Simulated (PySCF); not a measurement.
# Reading the logs of faulty runs: GeH6NOSi cation

Calculated results; nothing here was measured. The program is PySCF 2.14.0, an open-source quantum chemistry code, run on an isolated molecule that a program drew, which may never have been made. The molecule is GeH6NOSi cation (charge +1, singlet), drawn as the SMILES string `[OH][GeH+][NH][SiH3]`.

Each row is a Hartree-Fock (HF) and frozen-core CCSD(T) single point in the cc-pV(D+d)Z basis, meant for a local HF minimum. Run 1 is clean. Each other run has one planted mistake out of seven kinds, and not every kind appears here: one electron removed, one electron added, multiplicity raised by two, geometry at a saddle point, minimal basis STO-3G, one bond length entered in bohr, all coordinates scaled. The reference is restricted for singlets and unrestricted otherwise, and also for a bond in bohr. Adding or removing an electron swaps singlet and doublet. Electrons count all cores. HOMO and LUMO are orbital energies over both spins, the gradient is its largest component, and the lowest frequency (negative if imaginary) is given only where the gradient is small. Bond lengths are over the 9 bonds as drawn. T1 is the CCSD diagnostic: over 0.02 (restricted) or 0.045 (unrestricted) a single reference is doubtful. Germanium has the cc-pVDZ-PP basis, with a core potential (ECP10MDF) in place of its 10 inner electrons, and its 3s, 3p and 3d shells are frozen in CCSD(T).

Geometry of the clean run:
```xyz
10
GeH6NOSi cation, angstrom
O     0.3391    0.7228    2.4366
Ge   -0.6133    1.2182    1.1154
N     0.0914    1.7216   -0.3836
Si   -0.7480    2.2796   -1.8911
H     1.2901    0.7014    2.4077
H    -2.0856    1.1731    1.3812
H     1.1005    1.7009   -0.4192
H    -0.3850    1.3496   -2.9663
H    -0.3086    3.6542   -2.1558
H    -2.1721    2.1981   -1.5252
```

| run | electrons | basis functions | <S^2> | HOMO (eV) | LUMO (eV) | gradient (hartree/bohr) | lowest frequency (cm^-1) | mean bond (Å) | longest bond (Å) | T1 | HF (hartree) | CCSD(T) (hartree) | mistake |
|---|---|---|---|---|---|---|---|---|---|---|---|---|---|
| 1 | 66 | 104 | 0.000 | -16.59 | -3.63 | 9.2e-06 | 99 | 1.4569 | 1.813 | 0.0166 | -714.91518 | -715.51173 | no fault |
| 2 | 67 | 104 | 0.770 | -5.09 | 2.86 | 7.3e-02 | - | 1.4569 | 1.813 | 0.0140 | -715.07481 | -715.67671 | one electron added |
| 3 | 66 | 104 | 0.000 | -15.91 | -4.09 | 7.7e-02 | - | 1.5997 | 1.991 | 0.0236 | -714.83305 | -715.45866 | all coordinates scaled |
| 4 | 66 | 104 | 1.016 | -15.51 | -5.03 | 1.9e-02 | - | 1.6252 | 3.217 | 0.0176 | -714.81385 | -715.36616 | one bond length entered in bohr |
| 5 | 65 | 104 | 0.765 | -22.90 | -13.24 | 1.2e-01 | - | 1.4569 | 1.813 | 0.0498 | -714.37087 | -714.94011 | one electron removed |
| 6 | 66 | 104 | 2.038 | -11.41 | -6.59 | 1.1e-01 | - | 1.4569 | 1.813 | 0.0275 | -714.76061 | -715.32537 | ? |

**Which mistake was planted in run 6, and what did it cost?**

Electrons, basis and geometry are unchanged, and <S^2> is 2.038, beside S(S+1) = 2.00 for a multiplicity of 3. So the mistake is: multiplicity raised by two. Subtracting run 1 and multiplying by 627.51 kcal/mol a hartree, the energy moved by 97.0 kcal/mol in HF and 116.9 kcal/mol in CCSD(T).

Cautions from the logs. Run 3: T1 is over the limit, so its CCSD(T) energy is less reliable; run 5: T1 is over the limit, so its CCSD(T) energy is less reliable.
